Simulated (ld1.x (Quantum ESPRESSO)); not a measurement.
Values are calculated unless marked as measured or tabulated.
**Potentials for lithium (Li) compared**

Generated with ld1.x 7.5 (TM, RRKJ, ultrasoft, PAW), atompaw 4.2 or ONCVPSP 4.0.1. The cutoff is in Ry: for ld1.x and atompaw files where the sum of valence levels is converged to 10 mRy in a Bessel basis, for ONCV files where the hardest occupied wave has 1 mHa per electron of residual kinetic energy. The error is the largest all-electron minus pseudo excitation energy over each file’s own four to seven test configurations (ionisations up to +4, promotions, holes and added fractions of an electron), all of which were solved. The labels leave out finer settings (local radius, basis sizes, second energies), which also bear on the numbers. Spin-polarised tests are not counted. The rows are a selection from randomly drawn settings: files with unsolved tests, undetermined cutoffs or missed reference levels are left out.

A true bound ghost makes a file unfit for plane-wave use even where its test errors are small: the radial tests pick states by their node count and pass the ghost by.

```tsv
potential	cutoff (Ry)	largest error (meV)	bound ghosts
ultrasoft, PBE, scalar-relativistic, rc 0.95/4.60 (sp), local smoothed, core correction no, reference 1s2 2s1 2p0	50	+107	p
RRKJ, PBE, scalar-relativistic, rc 3.40/4.20 (sp), local s, core correction no, reference 2s1 2p0	6	+4.5	none
TM semilocal, PBEsol, scalar-relativistic, rc 2.55/4.20 (sp), local s, core correction no, reference 2s1 2p0	6	-3.2	none
TM, PBE, scalar-relativistic, rc 2.40/4.20 (sp), local s, core correction no, reference 2s0.75 2p0	6	+2.1	none
```

Problem. Fill in the row for Li: PAW, BLYP, scalar-relativistic, rc 2.70/4.35/3.50 (spd), local smoothed, core correction yes, reference 2s0.5 2p0.5.

Solution. cutoff 6 Ry, largest error -0.2 meV, bound ghosts: none.

Problem. Fill in the row for Li: PAW, PBEsol, non-relativistic, rc 0.95/4.30 (sp), local smoothed, core correction no, reference 1s2 2s1 2p0.

Solution. cutoff 50 Ry, largest error +71 meV, bound ghosts: none.

Problem. Fill in the row for Li: TM, LDA (PZ), scalar-relativistic, rc 1.90/3.95 (sp), local s, core correction no, reference 2s0.5 2p0.

Solution. cutoff 6 Ry, largest error +7.1 meV, bound ghosts: none.
